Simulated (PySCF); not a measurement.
**Mn+: ionisation energy**

Mn+ [Ar] 3d5 4s1 (7S) → Mn(2+) [Ar] 3d5 (6S), as a difference of total energies. Calculation: PySCF 2.14, in aug-cc-pVTZ-DK; the spin-free X2C one-electron Hamiltonian (Gaussian nucleus). Correlated levels: valence: [Ar] frozen. The calculations carry no spin-orbit coupling.

```tsv
method	ionisation energy (eV)
UHF	14.855
LDA	16.543
PBE	16.303
PBE0	15.978
r2SCAN	16.161
M06-L	15.418
HSE06	16.044
M06-2X	15.501
B2PLYP	15.669
MP2 (valence)	15.315
SCS-MP2 (valence)	15.009
```

Errors of the correlated levels include the incompleteness of this basis and the frozen core.

**Question.** Which method comes closest to the reference value, and which is furthest?

**Answer.** The reference is 15.640 eV (measured; NIST Atomic Spectra Database, ionization energies). Closest: B2PLYP (error 0.029 eV); furthest: LDA (error 0.903 eV).
